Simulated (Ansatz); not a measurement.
```tsv
atom	x (Å)	y (Å)	z (Å)
S	0.0000	0.0000	0.0000
O	0.0000	0.0000	2.0860
```

Basis set: 6-31G (spherical functions). Charge 0, multiplicity 1.

Computed with Ansatz (development build ahead of 0.2.0); each method stands on the lowest determinant of its kind that the runs found.

The atomization energy at this shape (free ground-state atoms in the same class of orbitals less the molecule, no zero-point energy) of singlet SO:

```
             method  atomization energy
PBE0 (unrestricted)             1.41 eV
                UHF            -0.29 eV
```

(1) What does PBE (unrestricted) give?

Answers

(1) 2.59 eV. Caution: another spin multiplicity may lie lower; the shape is not the minimum; the unrestricted determinant is a mixture of spin states.

This basis has no polarisation functions and is too small for such energies, which can lie far from measured ones in either direction.
